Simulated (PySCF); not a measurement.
**How methods differ on the ionisation energy of In**

In [Kr] 4d10 5s2 5p1 (2P) → In+ [Kr] 4d10 5s2 (1S), as a difference of total energies. Calculation: PySCF 2.14, in dyall-av2z (22s16p12d, 130 functions); the non-relativistic Hamiltonian (point nucleus). Correlated levels: valence: [Kr] 4d10 frozen; virtual orbitals above 40 to 60 times the deepest correlated orbital energy dropped. The calculations carry no spin-orbit coupling.

| method | ionisation energy (eV) |
| --- | --- |
| UHF | 5.279 |
| LDA | 5.770 |
| PBE | 5.647 |
| PBE0 | 5.680 |
| r2SCAN | 5.780 |
| M06 | 5.531 |
| HSE06 | 5.697 |
| CAM-B3LYP | 5.726 |
| MP2 (valence) | 5.411 |
| SCS-MP2 (valence) | 5.390 |

**Question.** How much does correlation contribute at MP2 (valence)?

**Answer.** 5.411 − (5.279) = 0.132 eV, measured against UHF.

A first-order spin-orbit estimate (lowest level to lowest level, LS coupling) adds 0.131 eV.

These non-relativistic numbers lack the scalar-relativistic shift.

For comparison: 5.786 eV (measured; NIST Atomic Spectra Database, ionization energies).
